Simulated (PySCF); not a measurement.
Ge(F)2(Cl)(NH2) (ClF2GeH2N), SMILES [F][Ge]([NH2])([Cl])[F].

Coordinates come from a PBE0-D3(BJ)/def2-SVP optimisation. This is a generated structure with no PubChem entry under its InChIKey; it may be hypothetical. Other conformers were not sampled.

Computed with PBE0-D3(BJ)/def2-SVP (PySCF).

Frequencies are harmonic and unscaled.

| mode | ν (cm⁻¹) | IR (km/mol) | moving atoms (share of kinetic energy) |
|---|---|---|---|
| 1 | 81 | 17.0 | H 63 %, F 27 % |
| 2 | 165 | 3.0 | F 29 %, N 27 %, Cl 24 %, H 13 % |
| 3 | 198 | 4.8 | F 33 %, Cl 23 %, H 22 %, Ge 14 %, N 8 % |
| 4 | 242 | 30.8 | F 36 %, H 21 %, Ge 20 %, N 19 % |
| 5 | 246 | 31.7 | F 51 %, Ge 15 %, N 15 %, Cl 11 %, H 9 % |
| 6 | 263 | 19.0 | F 62 %, Ge 17 %, N 11 %, H 9 % |
| 7 | 432 | 189.4 | H 67 %, N 30 % |
| 8 | 459 | 59.5 | Cl 66 %, Ge 28 % |
| 9 | 725 | 58.2 | F 68 %, N 17 %, Ge 10 % |
| 10 | 757 | 83.4 | F 72 %, Ge 24 % |
| 11 | 785 | 72.0 | N 46 %, Ge 24 %, F 18 %, H 12 % |
| 12 | 880 | 47.8 | H 83 %, N 14 % |
| 13 | 1530 | 39.2 | H 90 %, N 10 % |
| 14 | 3594 | 53.0 | H 96 % |
| 15 | 3705 | 64.4 | H 91 %, N 9 % |
